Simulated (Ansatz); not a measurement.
One change: `[Cl][Sn]([Cl])([Cl])[Br]` becomes `[Cl][Ge]([Cl])([Cl])[Br]`.

Ansatz, PBE0-D4/def2-TZVP geometries, multiplicity 1. 

Elements past krypton have def2 core potentials. Scalar relativity is left out up to krypton.

```tsv
property	`[Cl][Sn]([Cl])([Cl])[Br]`
HOMO energy (PBE/def2-TZVPP) / eV	-7.95
HOMO–LUMO gap (PBE0/def2-TZVPP) / eV	6.04
LUMO energy (B3LYP/def2-TZVPP) / eV	-3.54
HOMO energy (PBE0/def2-TZVPP) / eV	-9.30
HOMO–LUMO gap (B3LYP/def2-TZVPP) / eV	5.47
size of the dipole moment (ωB97M-V/def2-TZVPP) / D	0.47
```

Q: What does the change do to each property? (Estimate.)

A: Computed: 
| property | `[Cl][Ge]([Cl])([Cl])[Br]` | shift |
| --- | --- | --- |
| HOMO energy (PBE/def2-TZVPP) / eV | -7.83 | 0.12 |
| HOMO–LUMO gap (PBE0/def2-TZVPP) / eV | 6.77 | 0.73 |
| LUMO energy (B3LYP/def2-TZVPP) / eV | -2.72 | 0.82 |
| HOMO energy (PBE0/def2-TZVPP) / eV | -9.19 | 0.11 |
| HOMO–LUMO gap (B3LYP/def2-TZVPP) / eV | 6.17 | 0.70 |
| size of the dipole moment (ωB97M-V/def2-TZVPP) / D | 0.30 | -0.17 |

With PBE0 the HOMO rises by 0.11 eV and the LUMO rises by 0.84 eV, so the gap widens by about 0.73 eV. PBE moves the HOMO by 0.12 eV and ωB97M-V by 0.12 eV. Dipoles are sizes alone; their direction can turn.

B3LYP here is the variant with VWN-RPA as its local correlation; programs differ in this.

Spin–orbit coupling is left out; it splits and shifts lone-pair levels of the heavy atoms by tenths of an eV.
